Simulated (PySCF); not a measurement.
TaF4Br, SMILES [F][Ta]([F])([F])([F])[Br], multiplicity 1.

Coordinates come from a PBE-D3(BJ)/def2-SVP optimisation. The multiplicity is an assumed one; no other spin state was optimised. The structure was generated by enumeration; whether it is a known compound was not checked. The def2 effective core potentials stand for the cores of Ta; spin–orbit coupling is left out.

The numbers are results of PBE-D3(BJ)/def2-SVP in PySCF 2.14.0, not measurements.

Frequencies are harmonic and unscaled.

Computed vibrational spectrum:
```json
[
 {"mode": "1", "ν (cm⁻¹)": "13", "IR (km/mol)": "0.6", "moving atoms (share of kinetic energy)": "F 100 %"},
 {"mode": "2", "ν (cm⁻¹)": "117", "IR (km/mol)": "0.9", "moving atoms (share of kinetic energy)": "F 69 %, Br 19 %, Ta 12 %"},
 {"mode": "3", "ν (cm⁻¹)": "126", "IR (km/mol)": "1.3", "moving atoms (share of kinetic energy)": "F 67 %, Br 20 %, Ta 13 %"},
 {"mode": "4", "ν (cm⁻¹)": "192", "IR (km/mol)": "3.8", "moving atoms (share of kinetic energy)": "F 70 %, Br 28 %"},
 {"mode": "5", "ν (cm⁻¹)": "218", "IR (km/mol)": "17.1", "moving atoms (share of kinetic energy)": "F 88 %, Ta 12 %"},
 {"mode": "6", "ν (cm⁻¹)": "247", "IR (km/mol)": "15.4", "moving atoms (share of kinetic energy)": "F 90 %, Ta 10 %"},
 {"mode": "7", "ν (cm⁻¹)": "298", "IR (km/mol)": "38.4", "moving atoms (share of kinetic energy)": "Br 48 %, Ta 40 %, F 12 %"},
 {"mode": "8", "ν (cm⁻¹)": "319", "IR (km/mol)": "0.0", "moving atoms (share of kinetic energy)": "F 100 %"},
 {"mode": "9", "ν (cm⁻¹)": "636", "IR (km/mol)": "0.5", "moving atoms (share of kinetic energy)": "F 100 %"},
 {"mode": "10", "ν (cm⁻¹)": "673", "IR (km/mol)": "174.6", "moving atoms (share of kinetic energy)": "F 84 %, Ta 16 %"},
 {"mode": "11", "ν (cm⁻¹)": "682", "IR (km/mol)": "151.1", "moving atoms (share of kinetic energy)": "F 84 %, Ta 16 %"},
 {"mode": "12", "ν (cm⁻¹)": "701", "IR (km/mol)": "54.8", "moving atoms (share of kinetic energy)": "F 96 %"}
]
```
